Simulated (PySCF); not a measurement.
C₆H₁₄AlO₂, charge +1, singlet, at a GFN2-xTB geometry (such geometries of metal compounds can be far from the true shape); PBE/STO-3G (PySCF).

Input for PySCF:
```python
from pyscf import gto, scf, dft

mol = gto.M(
    atom='''
Al    0.03802269    0.55687687    0.13647508
O    -0.11812990    0.29306210    1.73920893
C    -1.02107405   -0.48788119    2.52669907
C    -0.86168865   -1.95091007    2.16960199
C    -2.43139046    0.01880675    2.30475659
H    -0.69928047   -0.30412560    3.55921822
H    -1.08283585   -2.07012341    1.10157217
H    -1.54682782   -2.57229217    2.73983995
H     0.15630544   -2.28416372    2.35669519
H    -2.51932207    1.05857236    2.61241351
H    -2.65250310   -0.04771045    1.23016660
H    -3.15828903   -0.57730232    2.85006801
O     0.20934911    1.04292611   -1.41179525
C     1.02897787    0.60363973   -2.49832986
C     0.67212191   -0.82546728   -2.85001511
C     2.48495359    0.76567404   -2.11250210
H     0.76602410    1.28164678   -3.31965488
H     0.84247241   -1.45021770   -1.96431019
H     1.28948902   -1.19666849   -3.66350773
H    -0.37381853   -0.90151325   -3.13741630
H     2.71514149    1.80938106   -1.90955763
H     2.66182224    0.18419763   -1.19671738
H     3.14617235    0.39984245   -2.89355851
''',
    basis='sto-3g',
    charge=1,
    verbose=4,
)

mf = dft.RKS(mol)
mf.xc = 'pbe'
mf.grids.becke_scheme = dft.gen_grid.stratmann
mf.kernel()
mf.analyze()
```

Output, abridged:

```
PySCF version 2.14.0

[INPUT] verbose = 4
[INPUT] num. atoms = 23
[INPUT] num. electrons = 78
[INPUT] charge = 1
[INPUT] spin (= nelec alpha-beta = 2S) = 0
[INPUT] symmetry False subgroup None
[INPUT] Mole.unit = angstrom
[INPUT] Symbol           X                Y                Z      unit          X                Y                Z       unit  Magmom
[INPUT]  1 Al     0.038022690000   0.556876870000   0.136475080000 AA    0.071852470619   1.052344769405   0.257900524028 Bohr   0.0
[INPUT]  2 O     -0.118129900000   0.293062100000   1.739208930000 AA   -0.223233158122   0.553807106490   3.286628551098 Bohr   0.0
[INPUT]  3 C     -1.021074050000  -0.487881190000   2.526699070000 AA   -1.929550307400  -0.921961830427   4.774769241493 Bohr   0.0
[INPUT]  4 C     -0.861688650000  -1.950910070000   2.169601990000 AA   -1.628355553146  -3.686685725956   4.099953560411 Bohr   0.0
[INPUT]  5 C     -2.431390460000   0.018806750000   2.304756590000 AA   -4.594662071280   0.035539606793   4.355358738886 Bohr   0.0
[INPUT]  6 H     -0.699280470000  -0.304125600000   3.559218220000 AA   -1.321448572557  -0.574714091469   6.725947653362 Bohr   0.0
[INPUT]  7 H     -1.082835850000  -2.070123410000   1.101572170000 AA   -2.046263194361  -3.911966288951   2.081669707743 Bohr   0.0
[INPUT]  8 H     -1.546827820000  -2.572292170000   2.739839950000 AA   -2.923080941658  -4.860927713663   5.177547130642 Bohr   0.0
[INPUT]  9 H      0.156305440000  -2.284163720000   2.356695190000 AA    0.295374473380  -4.316443854468   4.453508468180 Bohr   0.0
[INPUT] 10 H     -2.519322070000   1.058572360000   2.612413510000 AA   -4.760828731872   2.000411843434   4.936746058014 Bohr   0.0
[INPUT] 11 H     -2.652503100000  -0.047710450000   1.230166600000 AA   -5.012504403560  -0.090159683780   2.324677961587 Bohr   0.0
[INPUT] 12 H     -3.158289030000  -0.577302320000   2.850068010000 AA   -5.968301288918  -1.090943275876   5.385847975284 Bohr   0.0
[INPUT] 13 O      0.209349110000   1.042926110000  -1.411795250000 AA    0.395612482321   1.970844716058  -2.667906366462 Bohr   0.0
[INPUT] 14 C      1.028977870000   0.603639730000  -2.498329860000 AA    1.944486362538   1.140713767606  -4.721159204223 Bohr   0.0
[INPUT] 15 C      0.672121910000  -0.825467280000  -2.850015110000 AA    1.270126332220  -1.559907083990  -5.385748008772 Bohr   0.0
[INPUT] 16 C      2.484953590000   0.765674040000  -2.112502100000 AA    4.695881717355   1.446914236289  -3.992050406569 Bohr   0.0
[INPUT] 17 H      0.766024100000   1.281646780000  -3.319654880000 AA    1.447575753816   2.421961402631  -6.273238551276 Bohr   0.0
[INPUT] 18 H      0.842472410000  -1.450217700000  -1.964310190000 AA    1.592042122402  -2.740514273997  -3.712008282792 Bohr   0.0
[INPUT] 19 H      1.289489020000  -1.196668490000  -3.663507730000 AA    2.436781088434  -2.261375707997  -6.923026264927 Bohr   0.0
[INPUT] 20 H     -0.373818530000  -0.901513250000  -3.137416300000 AA   -0.706414641988  -1.703613140167  -5.928857545746 Bohr   0.0
[INPUT] 21 H      2.715141490000   1.809381060000  -1.909557630000 AA    5.130873805544   3.419234658375  -3.608540939774 Bohr   0.0
[INPUT] 22 H      2.661822240000   0.184197630000  -1.196717380000 AA    5.030115025876   0.348083073494  -2.261468096707 Bohr   0.0
[INPUT] 23 H      3.146172350000   0.399842450000  -2.893558510000 AA    5.945404082179   0.755592723475  -5.468033109305 Bohr   0.0

nuclear repulsion = 535.472485166601
number of shells = 43
number of NR pGTOs = 189
number of NR cGTOs = 63
basis = sto-3g
ecp = {}

******** <class 'pyscf.dft.rks.RKS'> ********
method = RKS
initial guess = minao
damping factor = 0
level_shift factor = 0
DIIS = <class 'pyscf.scf.diis.CDIIS'>
diis_start_cycle = 1
diis_space = 8
diis_damp = 0
SCF conv_tol = 1e-09
SCF conv_tol_grad = None
SCF max_cycles = 50
direct_scf = True
direct_scf_tol = 1e-13
XC library pyscf.dft.libxc version 7.1.2
    S. Lehtola, C. Steigemann, M. J. T. Oliveira, and M. A. L. Marques,  SoftwareX 7, 1–5 (2018)
XC functionals = pbe
    J. P. Perdew, K. Burke, and M. Ernzerhof,  Phys. Rev. Lett. 77, 3865 (1996)
    J. P. Perdew, K. Burke, and M. Ernzerhof,  Phys. Rev. Lett. 78, 1396 (1997)
    J. P. Perdew, K. Burke, and M. Ernzerhof,  Phys. Rev. Lett. 77, 3865 (1996)
    J. P. Perdew, K. Burke, and M. Ernzerhof,  Phys. Rev. Lett. 78, 1396 (1997)
radial grids:
    Treutler-Ahlrichs [JCP 102, 346 (1995); DOI:10.1063/1.469408] (M4) radial grids

becke partition: Stratmann, Scuseria, Frisch. CPL, 257, 213 (1996); DOI:10.1016/0009-2614(96)00600-8
pruning grids: <function nwchem_prune>
grids dens level: 3
symmetrized grids: False
atomic radii adjust function: <function treutler_atomic_radii_adjust>
small_rho_cutoff = 0
Set gradient conv threshold to 3.16228e-05
Initial guess from minao.
tot grids = 269368
init E= -622.027906987399
  HOMO = -0.37778861745801  LUMO = -0.11420843844527  gap/eV = 7.17238
cycle= 1 E= -621.038065143878  delta_E= 0.99  |g|= 0.929  |ddm|= 5.95
  HOMO = -0.096769271420431  LUMO = -0.0446461891154334  gap/eV = 1.41834
cycle= 2 E= -618.443069022413  delta_E= 2.59  |g|= 2.76  |ddm|= 5.26
  HOMO = -0.312095572680268  LUMO = -0.147157632962894  gap/eV = 4.48819
cycle= 3 E= -621.355342826958  delta_E= -2.91  |g|= 0.199  |ddm|=  4.4
  HOMO = -0.309073789192855  LUMO = -0.165049955105648  gap/eV = 3.91909
cycle= 4 E= -621.365510092785  delta_E= -0.0102  |g|= 0.12  |ddm|= 0.463
  HOMO = -0.31380971977703  LUMO = -0.16933686014665  gap/eV = 3.93131
cycle= 5 E= -621.369805724238  delta_E= -0.0043  |g|= 0.0125  |ddm|= 0.153
  HOMO = -0.312686954540349  LUMO = -0.167236580759838  gap/eV = 3.95791
cycle= 6 E= -621.369863875116  delta_E= -5.82e-05  |g|= 0.00404  |ddm|= 0.0218
  HOMO = -0.313206729074528  LUMO = -0.167611791818138  gap/eV = 3.96184
cycle= 7 E= -621.369868742598  delta_E= -4.87e-06  |g|= 0.00159  |ddm|= 0.00452
  HOMO = -0.31331484599745  LUMO = -0.167684530198241  gap/eV = 3.96280
cycle= 8 E= -621.369869369253  delta_E= -6.27e-07  |g|= 0.000738  |ddm|= 0.00132
  HOMO = -0.31334343090725  LUMO = -0.167654136748879  gap/eV = 3.96441
cycle= 9 E= -621.369869564663  delta_E= -1.95e-07  |g|= 0.000146  |ddm|= 0.001
  HOMO = -0.313356430787976  LUMO = -0.16765427446632  gap/eV = 3.96476
cycle= 10 E= -621.369869570178  delta_E= -5.52e-09  |g|= 7.63e-05  |ddm|= 0.000289
  HOMO = -0.313355879249007  LUMO = -0.167654698565323  gap/eV = 3.96473
cycle= 11 E= -621.369869572116  delta_E= -1.94e-09  |g|= 1.05e-05  |ddm|= 0.000121
  HOMO = -0.313355232832592  LUMO = -0.167654470714117  gap/eV = 3.96472
cycle= 12 E= -621.369869572159  delta_E= -4.32e-11  |g|= 4.11e-07  |ddm|= 1.6e-05
  HOMO = -0.313355143957046  LUMO = -0.16765443105968  gap/eV = 3.96472
Extra cycle  E= -621.369869572156  delta_E= 3.18e-12  |g|= 6.86e-07  |ddm|= 1.74e-06
converged SCF energy = -621.369869572156
**** SCF Summaries ****
Total Energy =                        -621.369869572155835
Nuclear Repulsion Energy =             535.472485166600677
One-electron Energy =                -1905.262900761716310
Two-electron Energy =                  748.420546022959797
Two-electron Coulomb Energy =          821.289417302438665
DFT Exchange-Correlation Energy =      -72.868871279478910
HOMO-LUMO gap [eV] =                     3.964718342039415
**** MO energy ****
MO #1   energy= -55.0319523568681  occ= 2
MO #2   energy= -18.7000651436862  occ= 2
MO #3   energy= -18.6994953660266  occ= 2
MO #4   energy= -9.95350739640441  occ= 2
MO #5   energy= -9.95350286706872  occ= 2
MO #6   energy= -9.86828462306866  occ= 2
MO #7   energy= -9.86828196597616  occ= 2
MO #8   energy= -9.86768980043129  occ= 2
MO #9   energy= -9.8676853246168   occ= 2
MO #10  energy= -4.02221658002791  occ= 2
MO #11  energy= -2.56780962784643  occ= 2
MO #12  energy= -2.56738213365196  occ= 2
MO #13  energy= -2.5656401924513   occ= 2
MO #14  energy= -1.05542420234573  occ= 2
MO #15  energy= -1.04883527880385  occ= 2
MO #16  energy= -0.826995253268504 occ= 2
MO #17  energy= -0.824259468081231 occ= 2
MO #18  energy= -0.748090348508122 occ= 2
MO #19  energy= -0.74799627894513  occ= 2
MO #20  energy= -0.669541724578293 occ= 2
MO #21  energy= -0.657955411267175 occ= 2
MO #22  energy= -0.561113388428495 occ= 2
MO #23  energy= -0.554988149322722 occ= 2
MO #24  energy= -0.539648505328688 occ= 2
MO #25  energy= -0.533605878165708 occ= 2
MO #26  energy= -0.500032245171406 occ= 2
MO #27  energy= -0.499832494367751 occ= 2
MO #28  energy= -0.474313325546877 occ= 2
MO #29  energy= -0.466979708032621 occ= 2
MO #30  energy= -0.46649014074275  occ= 2
MO #31  energy= -0.461797178835276 occ= 2
MO #32  energy= -0.435588852841339 occ= 2
MO #33  energy= -0.434078883762941 occ= 2
MO #34  energy= -0.430759351483597 occ= 2
MO #35  energy= -0.430586217887398 occ= 2
MO #36  energy= -0.355755922493462 occ= 2
MO #37  energy= -0.345602344213998 occ= 2
MO #38  energy= -0.319400584617958 occ= 2
MO #39  energy= -0.313355143957046 occ= 2
MO #40  energy= -0.16765443105968  occ= 0
MO #41  energy= -0.0780169459416113 occ= 0
MO #42  energy= -0.0751523476839072 occ= 0
MO #43  energy= 0.0818370116013978 occ= 0
MO #44  energy= 0.110190450489232  occ= 0
MO #45  energy= 0.170426422387     occ= 0
MO #46  energy= 0.17415849101768   occ= 0
MO #47  energy= 0.209410751369605  occ= 0
 ** Mulliken pop on meta-lowdin orthogonal AOs  **
 ** Mulliken pop  **
 ** Mulliken atomic charges  **
charge of    0Al =      0.84557
charge of    1O =     -0.15084
charge of    2C =      0.07546
charge of    3C =     -0.16324
charge of    4C =     -0.16209
charge of    5H =      0.07988
charge of    6H =      0.04649
charge of    7H =      0.08362
charge of    8H =      0.06903
charge of    9H =      0.06974
charge of   10H =      0.04546
charge of   11H =      0.08369
charge of   12O =     -0.15084
charge of   13C =      0.07546
charge of   14C =     -0.16324
charge of   15C =     -0.16209
charge of   16H =      0.07988
charge of   17H =      0.04649
charge of   18H =      0.08362
charge of   19H =      0.06904
charge of   20H =      0.06974
charge of   21H =      0.04546
charge of   22H =      0.08369

WARN: System has nonzero charge 1; the dipole moment is origin-dependent.
Location of origin: [0. 0. 0.]

Dipole moment(X, Y, Z, Debye):  0.05302,  0.77664,  0.19030
```
